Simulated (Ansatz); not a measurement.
## Ansatz (development build ahead of 0.2.0) run

```yaml
crystal:
  periodic: [false, false, false]
  atoms:
    - { symbol: H, position_ang: [0.0, 0.0, -0.41087] }
    - { symbol: H, position_ang: [0.0, 0.0, 0.41087] }
basis:
  gaussian: { orbitals: cc-pVDZ }
hamiltonian:
  xc: hf
```

The input is written out in the form of the current development build from the run's settings.

Results

```
Converged                       : yes
Total energy                    : -1.12538 hartree
Spin squared of the determinant : 0.000
```

Caution: stretched shape with no unrestricted run beside it, a lower state can exist.
